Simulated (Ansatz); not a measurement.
A made-up structure of CH3InO, closed shell:

| atom | x (Å) | y (Å) | z (Å) |
| --- | --- | --- | --- |
| O1 | -1.3286 | -1.4584 | 0.2755 |
| C2 | -0.2006 | -1.1734 | -0.0383 |
| In3 | 0.2825 | 0.9876 | -0.0016 |
| H4 | -2.0735 | -1.7317 | 0.8335 |
| H5 | -0.0575 | 1.9395 | -1.3980 |
| H6 | 0.7997 | 1.6989 | 1.4811 |

It is relaxed with PBE-D4/def2-SVP and then PBE0-D4/def2-TZVP (Ansatz 0.2.0). Atoms count as bonded within 1.22 times the sum of their covalent radii (H–H: 0.88 Å). The end point is not checked to be a true minimum.

Does its bonding change? (A judgement: the text doesn't fix the answer.)

The calculation gives: No: no bond forms or breaks.

Where it ends: The first stage lowers the energy by 1.87 eV in 13 steps. It ends as CH₃InO ([OH][C][InH2]):
O1  (-1.204, -1.868, 0.319)
C2  (-0.303, -0.997, 0.067)
In3  (0.022, 1.101, 0.113)
H4  (-2.053, -1.514, 0.645)
H5  (-0.021, 1.880, -1.420)
H6  (0.981, 1.661, 1.427)
(Å)

Labels in which every atom is bracketed show which atoms are joined, not bond orders.

For scale, one of the runs: PBE0-D4/def2-TZVP relaxation, 130 basis functions, launched by `ansatz run in.yaml --threads 2 --pin off --events-out ev --progress --plain --max-ram 4352MiB`. The run took about 33 s on 2 CPU threads of an Intel Xeon (shared host).
